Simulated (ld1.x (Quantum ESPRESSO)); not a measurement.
**Ba (Z = 56): one change to a TM potential, before and after**

ld1.x (Quantum ESPRESSO) 7.5 input, shortened:

```
&input
   title='Ba', zed=56., rel=1, dft='PW91', iswitch=3,
   config='[Xe] 4f-2 5d0 6s1.5 6p0.5'
 /
 &inputp
   pseudotype=2, tm=.true., lloc=-1, rcloc=2.85,
   nlcc=.true., new_core_ps=.true., rcore=3.20
 /
4
6S  1  0   1.50   0.00  4.20  4.20  0.0
6P  2  1   0.50   0.00  3.85  3.85  0.0
5D  3  2   0.00   0.00  4.20  4.20  0.0
4F  4  3  -2.00  -0.05  3.70  3.70  0.0
 &test
   configts(1)='5d0 6s1.5 6p0.5'
 /
```

Change: all radii but the core radius scaled by about 1.38 (s 5.78, p 5.30, d 5.78, f 5.08 bohr); local potential all-electron potential smoothed inside 3.92 bohr (lloc = -1).

Cutoffs: the cutoffs (Ry, on a coarse ladder) from which the occupation-weighted sum of valence levels, in a spherical-Bessel basis at the reference potential, stays within 10 and 1 mRy of its value at 400 Ry; they do not see the model core or the augmentation charge, which bear on the density cutoff. Errors are all-electron minus pseudo energies relative to the spin-unpolarised reference configuration.

Problem. What does the change do?

Solution. Both files are very soft, the changed one slightly softer (loose and tight cutoff 6 and 8 Ry → 6 and 6 Ry on this coarse ladder); the bound ghosts move from p, s to s; the number of tests that count goes from 6 to 7; of the 6 tests that both files solve, the error grows in 3 and shrinks in 2 by more than 15 % and 0.3 meV (median size 10.5 → 12.4 meV).

```tsv
quantity	base	changed
cutoff, loose	6 Ry	6 Ry
cutoff, tight	8 Ry	6 Ry
bound ghosts	s, p	s
tests counted (converged, no solver errors)	6 of 7	7 of 7
error for 5d0 6s2 6p0, meV [ΔE -1.01 eV]	-1.3	-11
error for 5d0 6s1 6p0, meV [ΔE 4.38 eV]	-2.6	-13
error for 5d0 6s1.5 6p0, meV [ΔE 1.14 eV]	-0.3	-1.2
error for 5d0.5 6s1.5 6p0, meV [ΔE -0.37 eV]	-18	-18
error for 5d1 6s0 6p0, meV [ΔE 5.04 eV]	-62	+19
error for 5d1 6s1 6p0, meV [ΔE 0.32 eV]	-51	-7.0
```

Base: Tests not counted: 5d0 6s0 6p1 (solver errors, printed error -1.6 eV). A true bound ghost makes a file unfit for plane-wave use even where its test errors are small: the radial tests pick states by their node count and pass the ghost by. Where a test does run into it, the solver fails or the error is huge.
